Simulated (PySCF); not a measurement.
Isomers of C6H12Ge, mass 158.015 u with the commonest isotopes. Method: PySCF, PBE0-D3(BJ)/def2-SVP geometry optimisation, gas phase. One conformer each, none proved a minimum here; rigid rotors.

Task: Order these by dipole moment, smallest first.
A. `[CH3:1][CH:2]([CH3:3])[CH2:4][C:5]#[C:6][GeH3:7]` with C1–C2–C4–C5 63°
B. `[CH2:1]1[CH2:2][CH:3]1[GeH2:4][CH:5]1[CH2:6][CH2:7]1` with C2–C3–Ge4–C5 147°, C3–Ge4–C5–C6 -79°
C. `[CH2:1]=[CH:2][Ge@@H:3]1[CH2:4][CH2:5][C@@H:6]1[CH3:7]` with C1–C2–Ge3–C4 -141°, C2–Ge3–C4–C5 -91°, Ge3–C4–C5–C6 -24°, C4–C5–C6–C7 150°, C2–Ge3–C6–C5 92°
D. `[CH2:1]=[CH:2][Ge@@H:3]1[CH2:4][CH2:5][C@H:6]1[CH3:7]` with C1–C2–Ge3–C4 -138°, C2–Ge3–C4–C5 -135°, Ge3–C4–C5–C6 23°, C4–C5–C6–C7 -151°, C2–Ge3–C6–C5 135°

Result: C (0.27 D), D (0.54 D), B (0.82 D), A (1.08 D).

Task: Order these by radius of gyration √(Σ m r²/M), largest first.
A. `[CH2:1]=[C:2]([CH3:3])[GeH:4]1[CH2:5][CH2:6][CH2:7]1` with C1–C2–Ge4–C5 -93°, C2–Ge4–C5–C6 134°, Ge4–C5–C6–C7 -22°, C5–C6–C7–Ge4 22°, C2–Ge4–C7–C6 -134°
B. `[CH2:1]=[C:2]([CH3:3])[C@@H:4]1[CH2:5][C@@H:6]1[GeH3:7]` with C1–C2–C4–C5 -13°
C. `[CH3:1][CH:2]([CH3:3])[CH2:4][C:5]#[C:6][GeH3:7]` with C1–C2–C4–C5 63°
D. `[CH2:1]=[CH:2][Ge@@H:3]1[CH2:4][CH2:5][C@H:6]1[CH3:7]` with C1–C2–Ge3–C4 -138°, C2–Ge3–C4–C5 -135°, Ge3–C4–C5–C6 23°, C4–C5–C6–C7 -151°, C2–Ge3–C6–C5 135°

Result: C (2.510 Å), B (1.894 Å), D (1.809 Å), A (1.772 Å).

Task: Order these by rotational constant C, largest first.
A. `[CH2:1]=[CH:2][Ge@@H:3]1[CH2:4][CH2:5][C@@H:6]1[CH3:7]` with C1–C2–Ge3–C4 -141°, C2–Ge3–C4–C5 -91°, Ge3–C4–C5–C6 -24°, C4–C5–C6–C7 150°, C2–Ge3–C6–C5 92°
B. `[CH2:1]=[CH:2][Ge@@H:3]1[CH2:4][CH2:5][C@H:6]1[CH3:7]` with C1–C2–Ge3–C4 -138°, C2–Ge3–C4–C5 -135°, Ge3–C4–C5–C6 23°, C4–C5–C6–C7 -151°, C2–Ge3–C6–C5 135°
C. `[CH2:1]=[C:2]([CH3:3])[GeH:4]1[CH2:5][CH2:6][CH2:7]1` with C1–C2–Ge4–C5 -93°, C2–Ge4–C5–C6 134°, Ge4–C5–C6–C7 -22°, C5–C6–C7–Ge4 22°, C2–Ge4–C7–C6 -134°
D. `[CH3:1][CH:2]([CH3:3])[CH2:4][C:5]#[C:6][GeH3:7]` with C1–C2–C4–C5 63°
E. `[CH2:1]=[C:2]([CH3:3])[C@@H:4]1[CH2:5][C@@H:6]1[GeH3:7]` with C1–C2–C4–C5 -13°
F. `[CH2:1]1[CH2:2][CH:3]1[GeH2:4][CH:5]1[CH2:6][CH2:7]1` with C2–C3–Ge4–C5 147°, C3–Ge4–C5–C6 -79°

Result: A (1152 MHz), C (1113 MHz), B (1034 MHz), E (1007 MHz), F (931.7 MHz), D (539.8 MHz).

```
                      SMILES  point group  Ia (u·Å²)  Ib (u·Å²)  Ic (u·Å²)      κ  μa (D)  μb (D)  μc (D)
           CC(C)CC#[C][GeH3]            –     122.12     932.48     936.31  -1.00    1.07    0.15    0.01
 C=[CH][Ge@@H]1[CH2]C[C@H]1C           C1     150.30     395.16     488.86  -0.79    0.31    0.13    0.43
 C=C(C)[C@@H]1C[C@@H]1[GeH3]           C1     198.13     434.44     501.64  -0.80    0.55    0.50    0.65
  C=[C](C)[GeH]1[CH2]C[CH2]1           C1     133.22     404.56     454.05  -0.90    0.41    0.07    0.27
C=[CH][Ge@@H]1[CH2]C[C@@H]1C           C1     185.35     351.13     438.82  -0.63    0.06    0.20    0.17
      C1C[CH]1[GeH2][CH]1CC1            –     134.82     455.23     542.42  -0.87    0.00    0.64    0.52
```
